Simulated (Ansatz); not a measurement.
The same path of CH5B2Cl (9 atoms, charge 0, multiplicity 1) was run twice with different band settings. The coordinate that changes most is the dihedral H8–C2–B3–Cl4.

The calculation used Ansatz 0.2.0, RKS PBE-D4/def2-SVPD.

Relaxed end points:

```xyz
9
Properties=species:S:1:pos:R:3
B -0.655 1.150 0.046
C 0.117 -0.064 0.651
B 0.565 -0.950 -0.550
Cl -0.176 -2.530 -0.840
H -0.084 1.927 -0.692
H -1.833 1.317 0.281
H 1.083 0.367 1.011
H -0.419 -0.614 1.444
H 1.402 -0.603 -1.351
```

```xyz
9
Properties=species:S:1:pos:R:3
B -0.438 1.249 -0.017
C 0.274 0.006 0.605
B 0.120 -1.156 -0.421
Cl 1.513 -1.751 -1.335
H 0.186 2.251 -0.293
H -1.628 1.211 -0.253
H 1.311 0.181 0.941
H -0.397 -0.309 1.441
H -0.941 -1.682 -0.668
```

Common settings: movable images 5; climbing image yes; spring 5.0 eV/Å²; optimiser quadratic models (default); start path IDPP; force threshold 0.05 eV/Å; end points relaxed.

| run | iteration limit |
| --- | --- |
| 1 | 60 |
| 2 | 10 |

**Question.** What does each run give, and how far can it be trusted?

**Answer.** Run 1: converged after 5 iterations, highest image 0.131 eV above the first end. A vibrational analysis at the climbing image gives one clearly imaginary mode, 128i cm⁻¹: a first-order saddle point.
Run 2: converged after 5 iterations, highest image 0.131 eV above the first end. Another band between the same ends (5 images) ends at a top of the same energy, where a vibrational analysis finds 1 clearly imaginary mode.
